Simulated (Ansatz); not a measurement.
Input and output for Mn2O2⁻.

```yaml
crystal:
  periodic: [false, false, false]
  atoms:
    - {symbol: Mn, position_ang: [-0.740074, 0.169445, -1.101906]}
    - {symbol: Mn, position_ang: [0.657005, -0.150395, 0.978167]}
    - {symbol: O, position_ang: [-0.084282, 1.390963, 0.361693]}
    - {symbol: O, position_ang: [0.167351, -1.410012, -0.237954]}
basis:
  gaussian: {orbitals: def2-TZVP, fitting: {mean_field: def2-universal-jkfit}}
total_charge: -1
magnetization: {spin_polarized: true, initial_magnetization: 3}
hamiltonian: {xc: {name: LC-wPBE}}
scf: {lower_state_search: full}
output: {forces: true}
```

```sh
$ ansatz run in.yaml --threads 4 --pin off --events-out ev --progress --plain --max-ram 3916MiB
```

It prints (some lines left out):

```
Functional definition: LC-wPBE
682 factors; integrals over basis functions are off by at most 8.8e-1 eV
682 factors; integrals over basis functions are off by at most 1.2e-4 eV
mean field evaluation 1: about -66688.7153 eV, gradient 1.1e2 eV
mean field evaluation 2: about -66688.7158 eV, gradient 1.1e2 eV
mean field evaluation 4: about -66713.6658 eV, gradient 3.0e1 eV
mean field evaluation 8: about -66717.6132 eV, gradient 4.5e0 eV
mean field evaluation 16: about -66718.7548 eV, gradient 1.3e0 eV
mean field evaluation 32: about -66722.5151 eV, gradient 6.6e-1 eV
mean field evaluation 64: about -66697.7437 eV, gradient 7.4e1 eV
mean field evaluation 96: about -66678.5965 eV, gradient 8.8e1 eV
mean field evaluation 128: about -66725.0992 eV, gradient 1.3e-3 eV
mean field evaluation 160: about -66723.8508 eV, gradient 3.6e-1 eV
mean field evaluation 192: about -66717.3567 eV, gradient 4.9e0 eV
mean field evaluation 224: about -66722.1844 eV, gradient 4.7e-3 eV
mean field evaluation 256: about -66725.0992 eV, gradient 8.9e-5 eV
mean field evaluation 288: about -66723.8583 eV, gradient 2.0e-1 eV
mean field evaluation 320: about -66700.5371 eV, gradient 6.6e1 eV
mean field evaluation 352: about -66711.8679 eV, gradient 1.0e1 eV
mean field evaluation 384: about -66649.5173 eV, gradient 7.6e1 eV
mean field evaluation 416: about -66710.5210 eV, gradient 4.6e1 eV
mean field evaluation 448: about -66722.3670 eV, gradient 1.6e-1 eV
mean field evaluation 480: about -66723.0920 eV, gradient 8.0e-1 eV
mean field evaluation 512: about -66723.7370 eV, gradient 4.6e0 eV
mean field -66725.09924266 eV, -2452.1021692711 hartree, gradient 9.9e-6 eV, S^2 7.214536; 16 other end points of the search recorded, 0 dependent functions left out
reference -66725.09924267 eV, -2452.1021692714 hartree; 35, 32 occupied and 117, 120 virtual orbitals, 682 factors
Total energy: -66725.09924267 eV, -2452.1021692714 hartree
Atom 0 at    -0.740074     0.169445    -1.101906 Å, force    -0.159312     0.036227    -0.237183 eV/Å
Atom 1 at     0.657005    -0.150395     0.978167 Å, force    -1.212828     0.277401    -1.805550 eV/Å
Atom 2 at    -0.084282     1.390963     0.361693 Å, force     0.900063    -2.538507     0.511525 eV/Å
Atom 3 at     0.167351    -1.410012    -0.237954 Å, force     0.472077     2.224878     1.531208 eV/Å
Dipole moment:     0.080746    -0.018445     0.120186 e Å
```

Run time 2.5 min (4 threads of Arm Neoverse V2 on a shared host), peak host memory 0.73 GiB.

LC-ωPBE has ω = 0.4 bohr⁻¹. The highest occupied level of an anion often lies above zero with these methods, and sets without diffuse functions describe the outer electron poorly. The charge -1 quartet is spin-contaminated (final ⟨S²⟩ up to 7.21, 3.75 for a pure state).

The dipole of an ion depends on the origin.
